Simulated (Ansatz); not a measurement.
```yaml
crystal:
  periodic: [false, false, false]
  atoms:
    - {symbol: B, position_ang: [-0.435216, 0.357492, -1.532794]}
    - {symbol: Si, position_ang: [0.120045, 0.111776, 0.377612]}
    - {symbol: O, position_ang: [0.892299, -1.295766, 0.706443]}
    - {symbol: O, position_ang: [-1.163533, 0.176745, 1.373675]}
    - {symbol: F, position_ang: [1.140920, 1.309218, 0.693136]}
    - {symbol: H, position_ang: [-1.501153, 0.798840, -1.838423]}
    - {symbol: H, position_ang: [0.319085, 0.073559, -2.416566]}
    - {symbol: H, position_ang: [1.774755, -1.419022, 0.353724]}
    - {symbol: H, position_ang: [-1.058703, -0.159042, 2.266092]}
basis:
  gaussian: {orbitals: "6-31++G**", final_grid: {core_spheres: 1, valence_spheres: 1, degree: 1}}
magnetization: {spin_polarized: true, initial_magnetization: 2}
hamiltonian: {xc: {name: r2SCAN}}
accuracy: high
```

```sh
$ ansatz run in.yaml --threads 2 --pin off --events-out ev --progress --plain --max-ram 4352MiB
```

Output, abridged:

```
Functional definition: r2SCAN
2515 factors; integrals over basis functions are off by at most 3.8e-9 eV
mean field evaluation 1: about -15414.6155 eV, gradient 5.6e1 eV
mean field evaluation 2: about -15383.6277 eV, gradient 1.0e2 eV
mean field evaluation 4: about -15425.5449 eV, gradient 5.1e0 eV
mean field evaluation 8: about -15382.6542 eV, gradient 8.9e1 eV
mean field evaluation 16: about -15437.3072 eV, gradient 6.2e0 eV
mean field evaluation 32: about -15444.0115 eV, gradient 5.0e0 eV
mean field evaluation 64: about -15440.4755 eV, gradient 4.5e0 eV
mean field evaluation 96: about -15441.9570 eV, gradient 3.3e0 eV
mean field evaluation 128: about -15437.3060 eV, gradient 2.2e1 eV
mean field evaluation 160: about -15442.7960 eV, gradient 8.2e0 eV
mean field evaluation 192: about -15441.6450 eV, gradient 1.9e1 eV
mean field -15444.97942882 eV, -567.5925250261 hartree, gradient 9.2e-8 eV, S^2 4.564212; 8 other end points of the search recorded, 0 dependent functions left out
reference -15444.97943511 eV, -567.5925252571 hartree; 25, 23 occupied and 98, 100 virtual orbitals, 2515 factors
Total energy: -15444.97943511 eV, -567.5925252571 hartree
```

In this input the integration grid is far too coarse. The run converged. The result belongs to that input, not to the molecule as meant.
